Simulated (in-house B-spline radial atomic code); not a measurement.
# RPA and G0W0 on r2SCAN0: K7+

Configuration [Ne] 3s2, mean-field start r2SCAN0. Computed with a B-spline radial code for spherical atoms: all electrons, non-relativistic, point nucleus, each spin shell either full or empty, empty states to l = 9 with an (l + 1/2)⁻⁴ tail; G0W0 by contour deformation at full frequency.

Command:
```bash
python run_gw.py task.json out
```
Settings (radii: box in bohr, nucleus in fm):
```
Z                        19
electrons                12
configuration            [Ne] 3s2
hamiltonian              nr
method                   r2scan0
lmax                     9
spin_polarised           False
box_radius               8.41
intervals                47
ion_configuration        [Ne] 3s1
```

Run time, properties included: 2.6 s on 1 thread of Arm Neoverse N1 (shared host).

Energies (hartree):

| term | value |
| --- | --- |
| mean-field total | -583.63955 |
| Hartree-Fock functional on these orbitals | -583.17957 |
| direct second order | -0.83963 |
| second-order exchange | 0.30735 |
| SOSEX correction | 0.2785 |

Q: What is the RPA correlation energy, and what remains with SOSEX?

A: RPA gives -0.75343 hartree (-1.71 eV per electron); RPA + SOSEX gives -0.47493, and the second-order doubles -0.53227 hartree (no singles). SOSEX takes back 37 % of the RPA value.

Quasi-particle levels (eV):

```tsv
level	occupied	mean field	Σx - vxc	Σc	QP weight	G0W0
3s	yes	-147.47	-4.83	?	?	?
2p	yes	-428.11	-21.17	3.70	0.965	-445.58
1s	yes	-3694.07	-83.53	28.69	0.862	-3748.91
3p	no	-123.82	7.57	-2.02	0.961	-118.27
```

G0W0 = mean field + (Σx - vxc) + Σc, with Σc (partial-wave tail included) taken at the quasi-particle energy. Levels of low weight are left out.

Q: Where does G0W0 put 3s?

A: At -154.87 eV, with Σc = -2.57 eV and a quasi-particle weight of 0.967. The tabulated removal energy is 154.87 ± 0.05 eV (NIST, semi-empirical); the calculation leaves out relativity, Breit and QED terms, and what these don't explain is the method's own error.

Q: What does it cost to remove one electron (to [Ne] 3s1) by differences of total energies, each species on its own start (correlation terms add to the Hartree-Fock functional)?

A: r2SCAN0 153.16 eV, Hartree-Fock functional 152.11 eV, + RPA 154.69 eV, + RPA + SOSEX 153.99 eV, + second order 154.64 eV. Tabulated: 154.87 ± 0.05 eV (NIST, semi-empirical); the calculation leaves out relativity, Breit and QED terms, and what these don't explain is the method's own error.
